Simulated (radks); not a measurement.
Effect of the nuclear size on neutral rubidium, [Kr] 5s1. Method: Dirac Kohn-Sham, BLYP, spin-unpolarised, spherical densities, finite nucleus; Fermi nuclear charge, rms radius 4.2036 fm; computed with a radial shooting solver on a logarithmic mesh with Libxc functionals. The rms radius is varied about that value; shifts are against it.

rms radius (fm) = 3.7454: total energy shift (eV) -0.149; density at nucleus (e/bohr^3) 5.55e+04; 1s1/2 shift (meV) -63.1; 2s1/2 shift (meV) -6.45; 3p1/2 shift (meV) 0.104; 4s1/2 shift (meV) -0.121
rms radius (fm) = 3.8337: total energy shift (eV) -0.121; density at nucleus (e/bohr^3) 5.539e+04; 1s1/2 shift (meV) -51.4; 2s1/2 shift (meV) -5.26; 3p1/2 shift (meV) 0.084; 4s1/2 shift (meV) -0.098
rms radius (fm) = 4.2036: total energy shift (eV) 0; density at nucleus (e/bohr^3) 5.496e+04; 1s1/2 shift (meV) 0.000; 2s1/2 shift (meV) 0.000; 3p1/2 shift (meV) 0.000; 4s1/2 shift (meV) 0.000
rms radius (fm) = 4.3928: total energy shift (eV) 0.0660; density at nucleus (e/bohr^3) 5.476e+04; 1s1/2 shift (meV) 28.0; 2s1/2 shift (meV) 2.86; 3p1/2 shift (meV) -0.046; 4s1/2 shift (meV) 0.053
rms radius (fm) = 5.0611: total energy shift (eV) 0.321; density at nucleus (e/bohr^3) 5.411e+04; 1s1/2 shift (meV) 136; 2s1/2 shift (meV) 13.9; 3p1/2 shift (meV) -0.223; 4s1/2 shift (meV) 0.260

Slopes of the eigenvalues against <r^2> in GHz/fm^2, as finite differences over the two radii next to the reference (eigenvalue slopes, not the field-shift constants of lines): 1s1/2 4180, 2s1/2 427, 3p1/2 -6.85, 4s1/2 7.98.
